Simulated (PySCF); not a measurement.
# Spin states of BSb

Unrestricted PBE0; B x2c-TZVPPall, Sb x2c-TZVPPall; spin-free X2C with a Gaussian nucleus (PySCF 2.14). Outer shells of the fragments: B 2s2 2p1; Sb 4d10 5s2 5p3.

Followed along the bond (rough minima from three points):

```tsv
2Ms+1	unpaired	⟨S²⟩ at the start	R at minimum (Å)	Te (eV)
3	σ ↑, π ↑	2.01	2.06	0.00
1	σ ↓, π ↑	1.07	2.06	0.13
3	π ↑↑	2.01	2.31	0.60
1	none	0.00	1.95	0.82
1	π ↑↓	1.01	2.30	0.86
```

Solutions found at the starting distance of 2.180 Å, counted from the lowest of them; the search is not exhaustive and high or unbound solutions are not listed, so other states can lie among these:

```
2Ms+1    unpaired   term  E (eV)  ⟨S²⟩  ⟨Lz²⟩  μ (D)
    3    σ ↑, π ↑     ³Π    0.00  2.01   1.02   0.73
    1    σ ↓, π ↑  mixed    0.12  1.07   1.01   0.68
    3        π ↑↑    ³Σ⁻    0.54  2.01   0.00   2.51
    1        π ↑↓  mixed    0.80  1.01   2.02   2.59
    1        none    ¹Σ⁺    1.13  0.00   0.00   0.34
    5  σ ↑, π ↑↑↑     ⁵Π    1.47  6.00   1.01   1.40
    1        none  mixed    1.57  0.00   2.01   2.81
    3  σ ↑, π ↑↑↓  mixed    1.91  3.01   3.03   1.33
    3  σ ↓, π ↑↑↑  mixed    2.13  3.02   1.01   1.86
    1  σ ↑, π ↑↓↓  mixed    2.34  2.02   3.03   1.89
    3        π ↑↑  mixed    2.63  2.08   2.02   0.31
    3        π ↑↑  mixed    3.12  2.07   2.01   0.05
    5      π ↑↑↑↑    ⁵Σ⁺    4.13  6.13   0.00   1.35
    5  σ ↑↑, π ↑↑  mixed    4.43  6.12   2.01   1.54
```

A term symbol is given only where ⟨S²⟩ and ⟨Lz²⟩ are close to those of a pure state; real π, δ and φ orbitals otherwise mix terms. A positive dipole means B(−)Sb(+).

Spin–orbit coupling is left out.
